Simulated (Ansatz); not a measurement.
Reaction: C2H5N (N-methylmethanimine, SMILES CN=C) → C2H5N+ (parent SMILES N(=C)C, doublet) + e-
Each species at its own B3LYP-D3(BJ)/def2-TZVP minimum (Ansatz, a quantum-chemistry and plane-wave program).

Wanted: adiabatic ionisation energy (electronic), in eV. UHF or UKS for unpaired electrons; spin-orbit terms are left out. CBS(X,Y): correlation extrapolated as X^-3, Hartree-Fock from the larger set. A bracket is a step between two methods taken in the basis named. The functionals are non-relativistic, so their misses hold any scalar relativity. Double hybrids freeze cores in their MP2 part. '+ core + X2C': CCSD(T) terms for core correlation (cc-pwCVTZ) and scalar relativity (cc-pVTZ-DK). The UHF reference of C2H5N+ (parent SMILES C=NC, doublet) is spin-contaminated (<S^2> up to 0.13 over the pure value in the sets run). The spin of C2H5N+ (parent SMILES C=NC, doublet) was assumed, and the state is the lowest solution found for it.

CCSD(T)/CBS(cc-pVTZ,cc-pVQZ) + [CCSDT(Q) - CCSD(T)]/cc-pVDZ + core + X2C (Ansatz) gives 9.21 eV.

Task: How far off this value is PBE/def2-TZVPD (Ansatz), in which direction, and how far these levels: B3LYP/def2-TZVPD, PBE0/def2-TZVPD, B2PLYP/def2-TZVPD, CCSD(T)/CBS(cc-pVTZ,cc-pVQZ) + core + X2C?

Result: PBE gives 8.85 eV, 0.36 eV below it. Differences of the others: B3LYP/def2-TZVPD (Ansatz) -0.22; PBE0/def2-TZVPD (Ansatz) -0.31; B2PLYP/def2-TZVPD (Ansatz) -0.19; CCSD(T)/CBS(cc-pVTZ,cc-pVQZ) + core + X2C (Ansatz) 0.01 eV.
